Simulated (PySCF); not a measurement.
**Property card for CF3CH2CO2H, `FC(F)(CC(=O)O)F`**

Compound: CF3CH2CO2H, C₃H₃F₃O₂.
Cartesian coordinates in Å at the PBE0-D3(BJ)/def2-TZVP level; atoms count from 1:
```
atom  x, y, z in Å
O1     1.431   -0.860    1.503
C2     1.040   -0.461    0.444
O3     1.817    0.169   -0.445
C4    -0.373   -0.633   -0.058
C5    -1.130    0.666   -0.225
F6    -2.412    0.408   -0.516
F7    -1.111    1.393    0.897
F8    -0.644    1.427   -1.206
H9     2.696    0.245   -0.046
H10   -0.364   -1.135   -1.027
H11   -0.912   -1.242    0.664
```

Structural features include: carboxylic acid, CF3 group and C–F bond.

**PBE0-D3(BJ)/def2-TZVP geometry optimisation, gas phase (PySCF)**

```yaml
Point_group: C1
Rotational_constants_A_B_C: 3.759, 1.419, 1.285 GHz
```

B97-2/pcSseg-2 ground state and GIAO shieldings, non-relativistic (PySCF):

```yaml
Dipole_moment: 1.91 D
HOMO_energy: -8.45 eV
LUMO_energy: -0.61 eV
HOMO–LUMO_gap: 7.84 eV
13C_chemical_shifts_computed_TMS_as_zero_by_class: 171.7 (C2), 134.9 (C5), 43.4 (C4) ppm
1H_chemical_shifts_computed_TMS_as_zero_by_class: 6.28 (H9), 3.01 (H10/H11) ppm
Isotropic_shieldings_of_nuclei_other_than_C_and_H_by_class: -114 (O1), 120 (O3), 251 (F6/F7/F8) ppm
```

Monoisotopic mass from the formula: 128.0085 u.

With B = h/(8π²I), that is 505.379 GHz u Å² over I, the principal moments of inertia are 134.5, 356.2 and 393.2 u Å² (most abundant isotopes); the inertial defect Ic − Ia − Ib is -97.5 u Å² (zero for a rigid planar frame, negative otherwise). The dipole equals about 6.4 × 10⁻³⁰ C·m (1 D = 3.33564 × 10⁻³⁰ C·m). The rotational constants make it an asymmetric top with κ = (2B − A − C)/(A − C) = -0.89, nearer the prolate limit (−1).

One conformer (not necessarily the lowest) at the PBE0-D3(BJ)/def2-TZVP geometry, without solvent or vibrations. NMR classes are plain means over equivalent atoms (diastereotopic ones count apart unless rotation or inversion swaps them), as if these changed places fast; in this geometry the members of some classes differ.
